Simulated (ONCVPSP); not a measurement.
# Building the ONCV potential for indium (In) (PBEsol, scalar-relativistic).

```
Element                 : indium
Generator               : ONCVPSP 4.0.1
Type                    : optimised norm-conserving Vanderbilt (ONCV)
Functional              : PBEsol
Relativity              : scalar-relativistic
Frozen core             : [Kr]
Valence charge          : 13
Reference configuration : 4d10 5s2 5p1
Partial waves           : 5s: rc 1.94 bohr, ncon 5, nbas 9, qcut 2.5 1/bohr, 2 projectors, debl 3.9 Ha; 5p: rc 1.90 bohr, ncon 5, nbas 8, qcut 3.5 1/bohr, 2 projectors, debl 2.4 Ha; 4d: rc 1.32 bohr, ncon 4, nbas 8, qcut 11.8 1/bohr, 2 projectors, debl 2.9 Ha
Local potential         : polynomial inside 1.04 bohr (lpopt 3, dvloc0 0 Ha)
Core correction         : polynomial model core, fcfact 0.7
```

* Cutoffs needed: 47 Ha and 55 Ha (the cutoffs (Ha) at which the residual kinetic energy of the hardest occupied pseudo-wave falls to 1 and 0.1 mHa per electron)
* Ghost test: ghosts flagged at negative energy: s at -42.6 eV, p at -464.8 eV, p at -46.7 eV; GHOST(+) flags only above 600 eV; a true bound ghost makes a file unfit for plane-wave use
* Configuration tests: 2 of 4 tests not solved or not reliable
* rms error of d²Exc/dni dnj: 4.23 mHa without and 0.22 mHa with the model core
